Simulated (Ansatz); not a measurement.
`F[SiH](S)[GaH2]` + H₂ → `S[SiH2][GaH2]` + H–F at 298.15 K and 1 bar (hydrogenolysis of the Si–F bond).

Gas-phase electronic energies from Ansatz, PBE0-D4/def2-TZVP geometries. CCSD(T)/CBS adds triple-zeta CCSD(T) − MP2 to the extrapolated MP2 energy (def2 sets, frozen cores). This one scheme is used for every species. For Ga outer-core shells are correlated without core-valence functions, which leaves a few kJ/mol of doubt a bond. Scalar relativity is left out up to krypton. Each species was taken in one conformer, which may not be the lowest.

```
          species  CCSD(T)/CBS energy (Eh)  H − E (kJ/mol)  S (J/(mol·K))
`F[SiH](S)[GaH2]`              -2713.06708           114.4          367.2
               H₂                 -1.17544            35.1          130.4
  `S[SiH2][GaH2]`              -2613.80410           124.8          352.4
              H–F               -100.39570            33.5          173.6
```

H − E and S are ideal-gas, rigid-rotor, harmonic terms from PBE0-D4/def2-TZVP, for one conformer and one mirror image of each species. For small species the MP2-based limit differs from directly extrapolated CCSD(T) by up to some mEh (0.8 for H₂); such offsets cancel only in part. 1 Eh = 2625.50 kJ/mol, R = 8.31446 J/(mol·K).

Task: By hand: ΔE, ΔH, ΔS and ΔG.

Result: ΔE = (-2613.80410) + (-100.39570) − (-2713.06708) − (-1.17544) = 0.04272 Eh = 112.2 kJ/mol. Δ(H − E) = 124.8 + 33.5 − 114.4 − 35.1 = 8.8, so ΔH = 121.0 kJ/mol. ΔS = 352.4 + 173.6 − 367.2 − 130.4 = 28.4 J/(mol·K). ΔG = 121.0 − 298.15 × (28.4)/1000 = 112.5 kJ/mol.

Task: By hand: the equilibrium constant, and the temperature at which ΔG would vanish if ΔH and ΔS stayed fixed.

Result: log₁₀ K = −ΔG/(RT ln 10) = -19.7. ΔG = 0 at ΔH/ΔS = 4261 K, far beyond where these terms or the molecules hold.

ΔH outweighs TΔS. A doubt of 5 kJ/mol in ΔE shifts log₁₀ K by 0.9 here. Other conformers and mirror images would add mixing entropy, several J/(mol·K) or more a flexible species. Modes under 60 cm⁻¹, often nearly free rotors, make the harmonic entropy too high. These are equilibria of isolated gas molecules and say nothing of rates. Largest T1 diagnostic: 0.013 (customary marks: 0.02 for closed shells, 0.045 for open ones).
